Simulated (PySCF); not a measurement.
PySCF input (TPSS/def2-TZVPD):

```python
from pyscf import gto, scf, dft

mol = gto.M(
    atom='''
    Si    0.85940154   -0.21254147    0.82318077
    H     1.90355144   -0.47605547   -0.29003220
    Cl   -0.81971605    0.20303742   -0.66085286
    ''',
    basis='def2-tzvpd',
    charge=-1,
    spin=1,
    verbose=4,
)

mf = dft.UKS(mol, xc='tpss').density_fit(auxbasis='def2-universal-jkfit')
mf.grids.level = 3
mf.conv_tol = 1e-9
mf.max_cycle = 100
mf.max_memory = 1500
mf.kernel()
if not mf.converged:
    mf = mf.newton()
    mf.kernel(mf.make_rdm1())
for _ in range(2):
    mo, _, stable, _ = mf.stability(return_status=True)
    if stable:
        break
    mf.kernel(mf.make_rdm1(mo, mf.mo_occ))
mf.analyze()
```

End of the output:

```
Extra cycle  E= -750.391052740476  delta_E= 1.89e-11  |g|= 1.38e-05  |ddm|= 3.29e-05
converged SCF energy = -750.391052740476  <S^2> = 0.75957587  2S+1 = 2.0095531
uhf_internal: lowest eigs of H = [0.14253503 0.16972104 0.18979227]
<class 'pyscf.df.df_jk.DFUKS'> wavefunction is stable in the internal stability analysis
**** SCF Summaries ****
Total Energy =                        -750.391052740476312
Nuclear Repulsion Energy =              63.220258798099380
One-electron Energy =                -1170.585467945895516
Two-electron Energy =                  356.974156407319811
Two-electron Coulomb Energy =          406.704348732329834
DFT Exchange-Correlation Energy =      -49.730192325010037
HOMO-LUMO gap [eV] =                     1.524417648517905
**** MO energy ****
                             alpha | beta                alpha | beta
MO #1   energy= -100.767891504872  | -100.767528453113  occ= 1 | 1
MO #2   energy= -65.4705675793149  | -65.4679898685898  occ= 1 | 1
MO #3   energy= -9.01825914450067  | -9.01796182577379  occ= 1 | 1
MO #4   energy= -6.79381473601248  | -6.79368194840777  occ= 1 | 1
MO #5   energy= -6.79010337100467  | -6.78907661329824  occ= 1 | 1
MO #6   energy= -6.78914782510657  | -6.78896775606039  occ= 1 | 1
MO #7   energy= -4.90120761001837  | -4.89871349265339  occ= 1 | 1
MO #8   energy= -3.27813173677151  | -3.27671450996098  occ= 1 | 1
MO #9   energy= -3.27719009407101  | -3.2704554077883   occ= 1 | 1
MO #10  energy= -3.27180254172822  | -3.26940177094526  occ= 1 | 1
MO #11  energy= -0.53560109558552  | -0.533565996243187 occ= 1 | 1
MO #12  energy= -0.239796616420854 | -0.222718810813934 occ= 1 | 1
MO #13  energy= -0.119881523720952 | -0.117269575238932 occ= 1 | 1
MO #14  energy= -0.0925585436991266 | -0.086031351484708 occ= 1 | 1
MO #15  energy= -0.0870592686835189 | -0.0844823009747004 occ= 1 | 1
MO #16  energy= -0.0161527050099508 | -0.00526823895774697 occ= 1 | 1
MO #17  energy= 0.0507877443021805 | 0.106809060063071  occ= 1 | 0
MO #18  energy= 0.133055926677596  | 0.13627007272568   occ= 0 | 0
MO #19  energy= 0.143161434876942  | 0.148988930562992  occ= 0 | 0
MO #20  energy= 0.171843760236127  | 0.172962747888707  occ= 0 | 0
MO #21  energy= 0.174073868618647  | 0.177681747249848  occ= 0 | 0
MO #22  energy= 0.174633120028263  | 0.179094035726844  occ= 0 | 0
MO #23  energy= 0.204057313240625  | 0.218489075594737  occ= 0 | 0
MO #24  energy= 0.225301779491984  | 0.236530510122409  occ= 0 | 0
MO #25  energy= 0.239340222733335  | 0.241219621492044  occ= 0 | 0
MO #26  energy= 0.249382371708736  | 0.260147841966924  occ= 0 | 0
MO #27  energy= 0.254632109301475  | 0.263995299264209  occ= 0 | 0
MO #28  energy= 0.291815885191984  | 0.295516645315704  occ= 0 | 0
MO #29  energy= 0.303847358757572  | 0.30626053155957   occ= 0 | 0
MO #30  energy= 0.319077538446281  | 0.325368258060643  occ= 0 | 0
MO #31  energy= 0.353870729045453  | 0.355444385060194  occ= 0 | 0
MO #32  energy= 0.358399928960958  | 0.363792397160106  occ= 0 | 0
MO #33  energy= 0.36461525009504   | 0.36642071653426   occ= 0 | 0
MO #34  energy= 0.371657807711326  | 0.386067368748844  occ= 0 | 0
MO #35  energy= 0.385094381823864  | 0.387484106639889  occ= 0 | 0
MO #36  energy= 0.392119384710503  | 0.401720542375285  occ= 0 | 0
MO #37  energy= 0.410682562042715  | 0.434064169143099  occ= 0 | 0
MO #38  energy= 0.459423041304714  | 0.461169593280257  occ= 0 | 0
MO #39  energy= 0.481434446133322  | 0.503415625598323  occ= 0 | 0
MO #40  energy= 0.504452071981886  | 0.523242310409345  occ= 0 | 0
MO #41  energy= 0.51489447429092   | 0.529696566595781  occ= 0 | 0
MO #42  energy= 0.528444439774608  | 0.550013009825801  occ= 0 | 0
MO #43  energy= 0.543055224765187  | 0.551635288647903  occ= 0 | 0
MO #44  energy= 0.553480825199445  | 0.560429160997925  occ= 0 | 0
MO #45  energy= 0.598872848284383  | 0.60282769674307   occ= 0 | 0
MO #46  energy= 0.666403483044494  | 0.679874983725757  occ= 0 | 0
MO #47  energy= 0.691073197189028  | 0.697590859098477  occ= 0 | 0
MO #48  energy= 0.705096687772703  | 0.708515266735601  occ= 0 | 0
MO #49  energy= 0.744749447030046  | 0.75074066236957   occ= 0 | 0
MO #50  energy= 0.76354787609363   | 0.765956723179998  occ= 0 | 0
MO #51  energy= 0.771357069670634  | 0.774817567689903  occ= 0 | 0
MO #52  energy= 0.782033263467052  | 0.789078581218695  occ= 0 | 0
MO #53  energy= 0.791101547544658  | 0.794937183885264  occ= 0 | 0
MO #54  energy= 0.822014688867004  | 0.830319288793515  occ= 0 | 0
MO #55  energy= 0.905216256417098  | 0.906397687748555  occ= 0 | 0
MO #56  energy= 1.16994590535895   | 1.18038551615098   occ= 0 | 0
MO #57  energy= 1.20312592331512   | 1.22853485520536   occ= 0 | 0
MO #58  energy= 1.2069387962872    | 1.22870982000284   occ= 0 | 0
MO #59  energy= 1.20849745919945   | 1.23166746080268   occ= 0 | 0
MO #60  energy= 1.2221984874658    | 1.24843645377046   occ= 0 | 0
MO #61  energy= 1.24845034347298   | 1.26214700468044   occ= 0 | 0
MO #62  energy= 1.26250055277963   | 1.28171958735119   occ= 0 | 0
MO #63  energy= 1.26944518129501   | 1.2936567870585    occ= 0 | 0
MO #64  energy= 1.28415247593731   | 1.29500221666026   occ= 0 | 0
MO #65  energy= 1.34506764394653   | 1.36463088488127   occ= 0 | 0
MO #66  energy= 1.37232189096492   | 1.3935388402271    occ= 0 | 0
MO #67  energy= 1.43331067906505   | 1.44598922021136   occ= 0 | 0
MO #68  energy= 1.44662678692733   | 1.46091927625618   occ= 0 | 0
MO #69  energy= 1.47546179271952   | 1.49548925189001   occ= 0 | 0
MO #70  energy= 1.66816148420379   | 1.68571692850909   occ= 0 | 0
MO #71  energy= 1.93115799695937   | 1.94237341748404   occ= 0 | 0
MO #72  energy= 2.04634490978941   | 2.05298630946328   occ= 0 | 0
MO #73  energy= 2.06816949374687   | 2.07451051071084   occ= 0 | 0
MO #74  energy= 2.10035939091233   | 2.10244325235274   occ= 0 | 0
MO #75  energy= 2.10525554248726   | 2.1155740187358    occ= 0 | 0
MO #76  energy= 2.13702781149321   | 2.14000822753133   occ= 0 | 0
MO #77  energy= 2.14972551221153   | 2.15104271220629   occ= 0 | 0
MO #78  energy= 2.18873596687956   | 2.19241339951012   occ= 0 | 0
MO #79  energy= 2.27235757822596   | 2.27533449989733   occ= 0 | 0
MO #80  energy= 2.27253981610515   | 2.27559501649145   occ= 0 | 0
MO #81  energy= 2.29868466311493   | 2.30234580934944   occ= 0 | 0
MO #82  energy= 2.32683536191771   | 2.33115131426733   occ= 0 | 0
MO #83  energy= 2.48901367960292   | 2.49332202881317   occ= 0 | 0
MO #84  energy= 2.49760347705819   | 2.50146058029071   occ= 0 | 0
MO #85  energy= 2.52657865397761   | 2.53386762395219   occ= 0 | 0
MO #86  energy= 2.53867261612511   | 2.54715886232603   occ= 0 | 0
MO #87  energy= 2.60407279865604   | 2.6091640275562    occ= 0 | 0
MO #88  energy= 2.64758178361267   | 2.66295330716925   occ= 0 | 0
MO #89  energy= 2.9557614043733    | 2.96646135275252   occ= 0 | 0
MO #90  energy= 3.09552747520897   | 3.11885629189515   occ= 0 | 0
MO #91  energy= 6.17734832762667   | 6.19458094716277   occ= 0 | 0
MO #92  energy= 6.34666072256523   | 6.35897236690495   occ= 0 | 0
MO #93  energy= 6.41826696057852   | 6.42780058803021   occ= 0 | 0
MO #94  energy= 9.88812877605758   | 9.89778212013164   occ= 0 | 0
MO #95  energy= 10.8857117507751   | 10.8877039859213   occ= 0 | 0
MO #96  energy= 10.8975297194784   | 10.8981765544507   occ= 0 | 0
MO #97  energy= 11.1518493735053   | 11.1532489128968   occ= 0 | 0
MO #98  energy= 25.1047062712337   | 25.1055548711854   occ= 0 | 0

To work with the spin densities directly, `use mulliken_meta_spin()` only printing them here.

 ** Mulliken spin pop alpha/beta on meta-lowdin orthogonal AOs **
 ** Mulliken Spin Density (per AO)  **
spin_pop of  0 Si 1s       -0.00000
[...]
```
